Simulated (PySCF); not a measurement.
**Name the molecule from its bond curve**

A diatomic of charge +1 contains Sn. Its doublet curve at LC-ωPBE in a double-zeta basis (scalar-relativistic core potentials, PySCF), in eV from the separated fragments:

(R (Å), E (eV)): (2.067, -1.742), (2.164, -2.345), (2.260, -2.648), (2.332, -2.731), (2.404, -2.722), (2.476, -2.643), (2.572, -2.458), (2.692, -2.142), (2.837, -1.696), (3.029, -1.094)

The fit gives ωe = 414 cm⁻¹ and the rotational constant Bₑ = 0.1200 cm⁻¹.

Q: Which atom is the partner?

A: The minimum lies at 2.359 Å, so the reduced mass is 16.8576 u Å² cm⁻¹/(Bₑ·Re²) = 25.24 u. With Sn at 119.90 u the partner weighs about 32.0 u: S. The molecule is SnS⁺.

Spin–orbit coupling is left out. The state is the lowest determinant that a PBE0 search found; another state may lie lower at other levels.
